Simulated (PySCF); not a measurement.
The same groups moved round the core (propene cyano+boryl). Gas-phase values, no solvent. One relaxed conformer stands for each flexible species; it need not be the lowest. Strings in code marks are SMILES.

Calculation: CAM-B3LYP-D3(BJ)/def2-TZVP (PySCF 2.14.0). Delta-SCF ions had no search for a lower state. 

A: `B/C=C(/C)C#N`
B: `B/C(C)=C\C#N`
C: `B/C(C)=C/C#N`
D: `C(/C=C\C#N)B`
E: `C(/C#N)(B)=C\C`
F: `C(=C\B)/CC#N`

Question: A design calls for the highest vertical ionisation energy (Delta-SCF) in this set. Which member fits?

Answer: F (10.92 eV); next is A (10.55 eV).
